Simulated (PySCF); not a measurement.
Correlation energy of Ni²⁺ (nickel, charge +2)

[Ar] 3d8, high-spin 3F determinant. All numbers are calculated (PySCF 2.14, the spin-free X2C one-electron Hamiltonian (Gaussian nucleus), in ANO-RCC-VTZP). Frozen: [Ar]; 8 electrons correlated.

```tsv
level	correlation energy (mhartree)
CCSD	-248.11
(T)	-5.03
CCSD(T)	-253.14
```

Diagnostics: T1 = 0.0074, D1 = 0.0108, largest double amplitude 0.020.

Cost of the coupled-cluster step: about 8 core-seconds, for 8 correlated electrons.
